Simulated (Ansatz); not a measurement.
Cartesian coordinates in Å:
```
C -1.964 -1.833 0.384
N -0.541 -1.950 0.181
C -0.152 -3.129 -0.553
Sn 0.581 -0.306 0.052
F 2.392 -0.960 0.200
N 0.040 0.865 1.579
C -0.069 0.321 2.911
C 0.354 2.271 1.549
N 0.642 0.659 -1.703
C -0.578 1.205 -2.241
C 1.827 1.383 -2.092
H -2.203 -0.921 0.935
H -2.535 -1.821 -0.559
H -2.333 -2.683 0.975
H -0.594 -3.175 -1.561
H 0.934 -3.179 -0.655
H -0.473 -4.030 -0.013
H 0.853 0.446 3.499
H -0.300 -0.746 2.874
H -0.880 0.819 3.460
H 0.426 2.630 0.519
H -0.438 2.850 2.044
H 1.301 2.511 2.057
H -0.540 1.207 -3.339
H -0.774 2.242 -1.920
H -1.440 0.599 -1.950
H 1.810 2.441 -1.783
H 2.718 0.918 -1.665
H 1.936 1.366 -3.185
```

Charge 0, multiplicity 1. Sn takes the def2 core potential.

List the ωB97M-V/def2-TZVPP orbital energies in eV (Ansatz 0.2.0). (An estimate is asked.)

The calculation gave: Occupied: -675.93, -394.50, -394.46, -394.45, -282.13, -282.07, -282.05, -281.99, -281.94, -281.92, -143.12, -97.78, -97.69, -97.67, -34.27, -31.60, -31.56, -31.31, -31.30, -31.03, -27.86, -27.51, -27.47, -22.60, -22.57, -22.51, -20.36, -19.67, -19.62, -17.27, -15.87, -15.82, -15.40, -15.21, -15.14, -15.01, -14.97, -14.88, -14.37, -13.46, -13.39, -13.36, -13.23, -13.20, -12.82, -12.75, -12.66, -12.61, -11.51, -11.33, -8.89, -8.64, -8.53. Lowest empty: 1.43, 2.13, 2.43, 2.67, 2.76, 3.56, 3.72, 3.84.
